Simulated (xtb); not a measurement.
xtb input:

```bash
xtb mol.xyz --gfn 2 --ohess tight --chrg 1 --uhf 0
```
mol.xyz:
```
8

Si    -0.38315073    -0.31925917     0.05949307
Cl    -0.99755898    -0.72912964     1.94001673
Cl    -1.94624629    -0.40018893    -1.30608868
O      0.35398082     1.17473355     0.00869414
O      0.77052493    -1.54378720    -0.41956677
H     -0.33270898     1.83529696     0.25563511
H      1.49513301    -1.47276702     0.22942574
H      0.92129694     1.43000122    -0.75438040
```

### Question
Which total energy does the run end on?

### Answer
-20.19176 Eh (GFN2-xTB).

It need not be the lowest isomer of its formula.
